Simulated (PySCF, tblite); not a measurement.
C₈H₁₅FO.
Numbering: `[CH3:1][CH2:2][O:3][C@H:4]1[CH2:5][CH2:6][C@@H:7]([F:8])[CH2:9][CH2:10]1` (hydrogens: H11, H12, H13 on C1; H14, H15 on C2; H16 on C4; H17, H18 on C5; H19, H20 on C6; H21 on C7; H22, H23 on C9; H24, H25 on C10)

The geometry is computed with GFN2-xTB (gas phase).

Q: What internal coordinates does the optimisation give?

A: 
```json
{"bond": "C1–C2", "length (Å)": "1.520", "order": "single"}
{"bond": "C2–O3", "length (Å)": "1.409", "order": "single"}
{"bond": "O3–C4", "length (Å)": "1.413", "order": "single"}
{"bond": "C4–C5, C4–C10", "length (Å)": "1.535", "order": "single"}
{"bond": "C5–C6, C9–C10", "length (Å)": "1.525", "order": "single"}
{"bond": "C6–C7, C7–C9", "length (Å)": "1.522", "order": "single"}
{"bond": "C7–F8", "length (Å)": "1.386", "order": "single"}
{"bond": "C1–H11, C1–H12, C1–H13", "length (Å)": "1.086", "order": "single"}
{"bond": "C2–H14, C2–H15", "length (Å)": "1.101", "order": "single"}
{"bond": "C4–H16", "length (Å)": "1.104", "order": "single"}
{"bond": "C5–H17, C10–H24", "length (Å)": "1.091", "order": "single"}
{"bond": "C5–H18, C10–H25", "length (Å)": "1.092", "order": "single"}
{"bond": "C6–H19, C9–H23", "length (Å)": "1.091", "order": "single"}
{"bond": "C6–H20, C9–H22", "length (Å)": "1.091", "order": "single"}
{"bond": "C7–H21", "length (Å)": "1.099", "order": "single"}
```

Bonds in one row agree within 0.01 Å and their mean is given. Orders are formal, as drawn. A selection of angles:
```json
{"angle": "C2–C1–H11", "degrees": "109.8"}
{"angle": "H11–C1–H12", "degrees": "109.2"}
{"angle": "H11–C1–H13", "degrees": "108.5"}
{"angle": "C1–C2–O3", "degrees": "108.1"}
{"angle": "C1–C2–H14", "degrees": "110.4"}
{"angle": "O3–C2–H14", "degrees": "109.7"}
{"angle": "O3–C2–H15", "degrees": "110.9"}
{"angle": "H14–C2–H15", "degrees": "107.7"}
{"angle": "C2–O3–C4", "degrees": "115.4"}
{"angle": "O3–C4–C5", "degrees": "107.5"}
{"angle": "O3–C4–C10", "degrees": "112.3"}
{"angle": "O3–C4–H16", "degrees": "109.1"}
{"angle": "C5–C4–C10", "degrees": "109.9"}
{"angle": "C5–C4–H16", "degrees": "109.0"}
{"angle": "C4–C5–C6", "degrees": "110.8"}
{"angle": "C4–C5–H17", "degrees": "108.9"}
{"angle": "C4–C5–H18", "degrees": "108.8"}
{"angle": "C6–C5–H17", "degrees": "109.4"}
{"angle": "C6–C5–H18", "degrees": "110.3"}
{"angle": "H17–C5–H18", "degrees": "108.6"}
{"angle": "C5–C6–C7", "degrees": "110.0"}
{"angle": "C5–C6–H19", "degrees": "110.5"}
{"angle": "C5–C6–H20", "degrees": "109.2"}
{"angle": "C7–C6–H19", "degrees": "109.9"}
{"angle": "C7–C6–H20", "degrees": "108.7"}
{"angle": "H19–C6–H20", "degrees": "108.6"}
{"angle": "C6–C7–F8", "degrees": "109.5"}
{"angle": "C6–C7–C9", "degrees": "110.5"}
{"angle": "C6–C7–H21", "degrees": "111.0"}
{"angle": "F8–C7–H21", "degrees": "105.5"}
{"angle": "C7–C9–H22", "degrees": "108.5"}
{"angle": "C10–C9–H23", "degrees": "110.6"}
{"angle": "C4–C10–C9", "degrees": "110.5"}
{"angle": "H24–C10–H25", "degrees": "107.9"}
```

Torsions: C1–C2–O3–C4 -178° (antiperiplanar); C2–O3–C4–C5 158° (antiperiplanar); O3–C4–C5–C6 66° (synclinal); C4–C5–C6–C7 58° (synclinal); C5–C6–C7–F8 -179° (antiperiplanar); C6–C7–C9–C10 59° (synclinal); C7–C9–C10–C4 -59° (synclinal); O3–C4–C10–C9 -62° (synclinal).

The 6-membered ring C4–C5–C6–C7–C9–C10 has internal angles of 109.7° to 110.8° (sum 661°, against 720° for a flat polygon); it is puckered, 0.24 Å rms from its mean plane, widest ring torsion 59°. Of the pairs four or more bonds apart, H15···H24 is among the closest relative to their van der Waals radii: 2.27 Å, 94 % of the sum of Bondi's values.

Point group: C1 (no symmetry element, even within 0.4 Å). Its GFN2-xTB frequencies are all real (lowest 36 cm⁻¹). One conformer, not necessarily the lowest.
